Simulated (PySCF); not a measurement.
## Shapes and spin states of RuOCl

Computed with PySCF, PBE0, basis Ru def2-TZVP with ECP28, O def2-TZVP, Cl def2-TZVP (scalar-relativistic core potentials, no spin–orbit coupling, density fitting).

Relaxations began from a few typed shapes and spin states; open shells are unrestricted. The search is not exhaustive: other isomers or separated fragments can lie lower, and high-lying points may rest on an excited occupation.

```json
{"spin": "quartet", "group": "Cs", "bonds": "Ru–Cl 2.215 Å, Ru–O 1.666 Å", "angles": "Cl–Ru–O 124.7°", "imaginary modes (cm⁻¹)": "none", "ΔE (kJ/mol)": "0.0", "ΔE with ZPE (kJ/mol)": "0.0"}
{"spin": "quartet", "group": "Cs", "bonds": "Ru–Cl 2.211 Å, Ru–O 1.666 Å", "angles": "Cl–Ru–O 127.8°", "imaginary modes (cm⁻¹)": "none", "ΔE (kJ/mol)": "4.9", "ΔE with ZPE (kJ/mol)": "4.8"}
{"spin": "doublet (⟨S²⟩ 1.11)", "group": "Cs", "bonds": "Ru–Cl 2.194 Å, Ru–O 1.619 Å", "angles": "Cl–Ru–O 139.0°", "imaginary modes (cm⁻¹)": "none", "ΔE (kJ/mol)": "18.6", "ΔE with ZPE (kJ/mol)": "18.9"}
{"spin": "quartet", "group": "C∞v", "bonds": "Ru–Cl 2.246 Å, Ru–O 1.694 Å", "angles": "Cl–Ru–O 180.0°", "imaginary modes (cm⁻¹)": "174i", "ΔE (kJ/mol)": "42.2", "ΔE with ZPE (kJ/mol)": "–"}
{"spin": "sextet", "group": "Cs", "bonds": "Ru–Cl 2.287 Å, Ru–O 1.757 Å", "angles": "Cl–Ru–O 157.1°", "imaginary modes (cm⁻¹)": "none", "ΔE (kJ/mol)": "68.1", "ΔE with ZPE (kJ/mol)": "66.6"}
{"spin": "sextet", "group": "C∞v", "bonds": "Ru–Cl 2.298 Å, Ru–O 1.759 Å", "angles": "Cl–Ru–O 180.0°", "imaginary modes (cm⁻¹)": "62i, 62i", "ΔE (kJ/mol)": "69.5", "ΔE with ZPE (kJ/mol)": "–"}
```

The lowest minimum found is the quartet Cs: Ru–Cl 2.215 Å, Ru–O 1.666 Å; Cl–Ru–O 124.7°.

Formally Ru is in oxidation state +3, d5, with 3 unpaired electrons (the high-spin count would be 5). The Mulliken spin on Ru is 2.46. The polar-tensor charge on Ru, 1.20, is far below the formal one.

For the lowest minimum: with open d or f shells other occupations or spin states may lie lower.

The electron or spin density has lower symmetry than the nuclear frame for the quartet C∞v at 42.2 kJ/mol.
